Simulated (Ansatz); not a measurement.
Consider the hydrogenolysis of the Sn–Cl bond: `[Cl][SnH]([Cl])[SeH]` + H₂ → `[Cl][SnH2][SeH]` + HCl.

Computed with Ansatz on PBE0-D4/def2-TZVP structures; ΔE is electronic, products minus reactants. CCSD(T)/CBS adds triple-zeta CCSD(T) − MP2 to the extrapolated MP2 energy (def2 sets, frozen cores). This one scheme is used for every species. Functionals use def2-TZVPP. B3LYP here is the variant with VWN-RPA as its local correlation; programs differ in this. HSE06 is defined as in plane-wave codes. Elements past krypton have def2 core potentials. For Se, Sn outer-core shells are correlated without core-valence functions, which leaves a few kJ/mol of doubt a bond. Scalar relativity is left out up to krypton. One conformer a species, not always the lowest.

```csv
level,ΔE (kJ/mol),difference from CCSD(T)/CBS
LDA (SPW92),58.0,-13.9
PBE-D4,70.5,-1.4
revPBE-D4,74.5,2.6
BLYP-D4,76.1,4.2
B97M-V,66.7,-5.2
PBE0-D4,67.1,-4.8
B3LYP-D4,72.0,0.1
r2SCANh-D4,71.9,0.0
r2SCAN0-D4,69.5,-2.4
BHLYP-D4,70.6,-1.3
CAM-B3LYP-D4,64.6,-7.3
ωB97X-V,66.7,-5.2
ωB97M-V,67.4,-4.5
B2PLYP,67.0,-4.9
PBE-QIDH,65.7,-6.2
PBE,65.2,-6.7
revPBE,65.3,-6.6
BLYP,65.6,-6.3
r2SCAN,72.3,0.4
PBE0,62.3,-9.6
r2SCANh,70.4,-1.5
r2SCAN0,67.8,-4.1
HSE06,62.7,-9.2
BHLYP,61.5,-10.4
CAM-B3LYP,59.4,-12.5
LC-ωPBE,57.7,-14.2
RPA@PBE/def2-TZVPP,58.6,-13.3
HF/def2-SVP,52.6,-19.3
MP2/def2-SVP,65.5,-6.4
CCSD(T)/def2-SVP,57.3,-14.6
HF/def2-TZVPP,58.0,-13.9
MP2/def2-TZVPP,72.3,0.4
SCS-MP2/def2-TZVPP,67.7,-4.2
CCSD/def2-TZVPP,58.0,-13.9
CCSD(T)/def2-TZVPP,62.0,-9.9
HF/def2-QZVPP,59.4,-12.5
MP2/def2-QZVPP,78.4,6.5
SCS-MP2/def2-QZVPP,73.4,1.5
HF/CBS(def2),59.6,-12.3
CCSD/CBS(def2),67.8,-4.1
CCSD(T)/CBS,71.9,0
```

Largest T1 diagnostic among the species: 0.011.

From BLYP to BHLYP (50 % exact exchange), in def2-TZVPP and without D4, ΔE moves by −4.2 kJ/mol. Leaving LDA and LC-ωPBE aside and taking each functional with its dispersion term where it has one, the values spread over 11.5 kJ/mol, from CAM-B3LYP-D4 to BLYP-D4. LDA lies −7.2 kJ/mol from PBE without D4. In def2-TZVPP, CCSD(T) changes the Hartree–Fock value by +4.0 kJ/mol (the triples alone add +4.1 kJ/mol) and MP2 by +14.2 kJ/mol.
